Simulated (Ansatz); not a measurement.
Abridged output of a molecular run in Ansatz:

```
Functional definition: HF
2509 factors; integrals over basis functions are off by at most 1.1e-3 eV
mean field evaluation 1: about -28658.4088 eV, gradient 8.1e1 eV
mean field evaluation 2: about -28658.9052 eV, gradient 8.1e1 eV
mean field evaluation 4: about -28670.2173 eV, gradient 8.3e0 eV
mean field evaluation 8: about -28670.4197 eV, gradient 1.2e0 eV
mean field evaluation 16: about -28670.4234 eV, gradient 1.7e-6 eV
mean field -28670.42341025 eV, -1053.6186268158 hartree, gradient 1.7e-6 eV, S^2 0.000000; 0 other end points of the search recorded, 0 dependent functions left out
12 core orbitals not correlated: weight in the atoms' cores, before any rotation towards them, 1.000 or more for the frozen orbitals, at most 0.000 for the correlated occupied ones
reference -28670.42341025 eV, -1053.6186268158 hartree; 34, 34 occupied and 353, 353 virtual orbitals, 2509 factors
second order -62.14191612 eV of doubles, -0.00000000 eV of singles
cycle   1  -59.26920797 eV  change     2.9e0 eV  update   3.0e-1
cycle   2  -61.27796825 eV  change    -2.0e0 eV  update   1.8e-1
cycle   3  -61.80737040 eV  change   -5.3e-1 eV  update   5.3e-2
cycle   4  -61.81217459 eV  change   -4.8e-3 eV  update   2.1e-2
cycle   5  -61.77764926 eV  change    3.5e-2 eV  update   8.5e-3
cycle   6  -61.77322599 eV  change    4.4e-3 eV  update   3.3e-3
cycle   7  -61.77613554 eV  change   -2.9e-3 eV  update   1.7e-3
cycle   8  -61.77554031 eV  change    6.0e-4 eV  update   7.5e-4
cycle   9  -61.77519736 eV  change    3.4e-4 eV  update   3.7e-4
cycle  10  -61.77594816 eV  change   -7.5e-4 eV  update   1.7e-4
cycle  11  -61.77562403 eV  change    3.2e-4 eV  update   7.4e-5
cycle  12  -61.77546226 eV  change    1.6e-4 eV  update   3.5e-5
cycle  13  -61.77556103 eV  change   -9.9e-5 eV  update   1.4e-5
cycle  14  -61.77551379 eV  change    4.7e-5 eV  update   9.7e-6
perturbative correction -2.82404850 eV, -0.1037818682 hartree
Total energy: -28735.02297255 eV, -1055.9926169429 hartree
```

Its atoms:

Cartesian coordinates in Å:
```
C -0.384 -2.674 -0.603
O -0.003 -1.330 -0.636
W 0.771 0.029 0.308
F 2.177 0.216 -0.900
F 1.775 -1.243 1.241
F 1.608 1.265 1.433
Cl -0.878 -0.207 1.949
O -0.186 1.399 -0.427
C -0.746 2.659 -0.196
H -1.265 -2.768 0.039
H 0.432 -3.274 -0.194
H -0.625 -3.002 -1.615
H -1.045 3.098 -1.149
H -0.011 3.298 0.301
H -1.620 2.536 0.449
```

Task: Which basis set was used?
A. def2-TZVPP
B. cc-pV(Q+d)Z
C. def2-SVP
D. def2-QZVPP

Result: A. It gives 399 functions.

Task: Write the keys of the input that set method, charge and spin (a neutral closed shell needs none for the last two).

Result: 
```yaml
correlation: {method: ccsd_t}
```
